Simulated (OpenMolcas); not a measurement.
# Tm3+: ligand-field states by method

Tm3+ with its 6 nearest chloride ions at 2.572 Å, on the Zr site of Cs2ZrCl6 (a = 10.407 Å, distance in the model lattice 2.446 Å). The rest of the host is ab initio model potentials to 7.6 Å and point charges beyond; the distance is set by hand and nothing relaxes, and no local charge compensation is placed. Ligand basis ANO-RCC-VDZP.
```
Tm    0.0000    0.0000    0.0000
Cl    2.5720    0.0000    0.0000
Cl    0.0000    2.5720    0.0000
Cl   -2.5720    0.0000    0.0000
Cl    0.0000   -2.5720    0.0000
Cl    0.0000    0.0000    2.5720
Cl    0.0000    0.0000   -2.5720
```

```
Program             : OpenMolcas
Basis               : ANO-RCC-VDZP [7s6p4d2f1g]
Scalar Hamiltonian  : DKH2, point nucleus
Active space        : 12 electrons in 7 orbitals (4f)
State averaging     : 2S+1 = 3 even, 21 roots; 2S+1 = 1 even, 27 roots kept (CI in the orbitals of an earlier block)
Spin-orbit coupling : state interaction with AMFI integrals over the reference wave functions
```

I. CASSCF
II. SS-CASPT2, IPEA 0.25 Eh, imaginary shift 0.1 Eh (closed shells correlated: 5s 5p and the ligand valence shells)

Spin-free states (labels of O, the rotations of Oh) in cm-1, each column counted from its own energy of the first state listed:

```tsv
State	Degeneracy	I	II
3T1	3	0	0
3E	2	63	110
3T2	3	138	200
3T1	3	296	450
3T2	3	8008	6570
3A2	1	8013	6640
3T1	3	8069	6690
1T2	3	8824	9170
1E	2	9215	9800
1T1	3	9242	8910
1A1	1	9281	9960
1E	2	27816	25160
1T2	3	28055	25460
1E	2	33696	31860
1T2	3	33716	32560
1A2	1	33791	31450
1T2	3	33957	32060
1T1	3	34012	32150
1A1	1	34059	32050
3T1	3	36995	32660
```

From I to II, I's first state of another spin (1T2) moves from 8824 to 9170 cm-1, by about +340 cm-1. In II another state of that kind comes below it.

With spin-orbit coupling the lowest J multiplet is 246 (I), 377 (II) cm-1 wide, a factor of 1.53 from I to II.

χT at 300 K: I 7.05, II 6.99 cm3 K/mol.

Roots that are degenerate in the reference are averaged as groups; the widest CASPT2 spread within a group is 240 cm-1 (the 3-fold group of multiplicity 1 near 32100 cm-1 above the lowest state of its run, II). Shifts and gaps below about the spread of the groups concerned are not significant. Over all roots computed the reference weight is 0.65 to 0.66 in II; a low but even weight reflects the number of correlated electrons. Without dynamic correlation the ligand-field splitting of an f shell can come out too small, at times by half (holds for I). Splittings of an f shell from a small cluster at a set distance can be off by tens of per cent, mostly too small (holds for II). No measured value stands beside these numbers; the geometry was set by hand and not optimised.
